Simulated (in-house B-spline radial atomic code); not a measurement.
How numerical settings move a run on Ge, [Ar] 3d10 4s2 4p2. Computed with an all-electron radial atomic-structure program (B-spline basis): non-relativistic r2SCAN0, spin-polarised, spherical fractional occupations, point nucleus.

Command:
```bash
python run_scf.py task.json out
```
Settings of the sound reference run:
```
Z                32
electrons        32
configuration    [Ar] 3d10 4s2 4p2
hamiltonian      nr
method           r2scan0
spin_polarised   True
knot_spacing     0.22
spline_order     8
gauss_points     12
box_radius       50
max_iterations   70
damping          0.5
damped_steps     3
diis_vectors     10
tolerance        1e-08
start            Thomas-Fermi
```

Run time, properties included: 0.36 s on 1 thread of Intel(R) Xeon(R) 6975P-C, on a shared host.

It converges in 9 iterations to -2076.906990 hartree, with 4p up at -5.04399 eV. The other runs change the listed settings, some to values that make no sense; their results aren't properties of the atom or ion. Radii are in bohr (the nuclear one in fm), a minus after a letter asks for a j subshell, and «unchanged» means within 1e-8 hartree. The run stops when the residual is below 10 × tolerance × max(1, Z/10), or a noise floor if that is larger, and the energy moves by less than 1e-8 × √|E| hartree; so very loose and very tight tolerances often act alike.

```tsv
changed settings	outcome
knot_spacing = 2, max_iterations = 100, tolerance = 1e-10	converged in 11 iterations, energy +1.63e+02 hartree from the reference, 4p up level -4.3e+00 eV (the program warns: 3s up reaches the box edge; 3s down reaches the box edge)
spline_order = 4	converged in 9 iterations, energy +7.84e-04 hartree from the reference, 4p up level -4.3e-05 eV
electrons = 33, configuration = [Ar] 3d10 4s2 4p2 5p-1, max_iterations = 100	stopped with error: j subshells need the Dirac Hamiltonian and l > 0
knot_spacing = 0.3, spline_order = 3, max_iterations = 8, damped_steps = 0	not converged after 8 iterations, last residual 3.6e-07, last energy +1.75e-01 hartree from the reference
spline_order = 6	converged in 9 iterations, energy +1.08e-05 hartree from the reference, 4p up level -2.2e-05 eV
first_knot = 3.13e-06	converged in 6 iterations, energy +6.91e-06 hartree from the reference, 4p up level +1.4e-03 eV
first_knot = 0.000313	converged in 9 iterations, energy +5.80e-06 hartree from the reference, 4p up level -2.4e-05 eV
first_knot = 3.13e-05	converged in 7 iterations, energy -8.89e-06 hartree from the reference, 4p up level +1.4e-04 eV
spline_order = 7	converged in 9 iterations, energy -7.92e-06 hartree from the reference, 4p up level +1.2e-05 eV
first_knot = 0.00937	converged in 9 iterations, energy -6.98e-06 hartree from the reference, 4p up level +1.4e-05 eV
spline_order = 10	converged in 9 iterations, energy -8.06e-06 hartree from the reference, 4p up level +6.2e-06 eV
spline_order = 3	converged in 9 iterations, energy +4.79e-02 hartree from the reference, 4p up level -1.2e-03 eV
first_knot = 0.0312	converged in 9 iterations, energy +3.84e-06 hartree from the reference, 4p up level -2.1e-05 eV
gauss_points = 16, box_radius = 15, max_iterations = 60, damped_steps = 8, tolerance = 0.0001	converged in 7 iterations, energy +6.78e-07 hartree from the reference, 4p up level -2.3e-04 eV (the program warns: 4p up reaches the box edge)
damped_steps = 30	converged in 18 iterations, energy unchanged, 4p up level -5.7e-06 eV
```

(1) What happens with spline_order = 5?

(2) What happens with knot_spacing = 2, gauss_points = 8, max_iterations = 50, damped_steps = 8, start = bare nucleus?

(3) What happens with damped_steps = 1?

(4) What happens with first_knot = 0.0938?

Results:

(1) Converged in 9 iterations, energy +1.26e-05 hartree from the reference, 4p up level +2.4e-05 eV.

(2) Converged in 12 iterations, energy +1.64e+02 hartree from the reference, 4p up level -4.3e+00 eV (the program warns: 3s up reaches the box edge; 3s down reaches the box edge).

(3) Converged in 8 iterations, energy unchanged, 4p up level -9.0e-06 eV.

(4) Converged in 9 iterations, energy +2.09e-03 hartree from the reference, 4p up level -2.1e-05 eV.
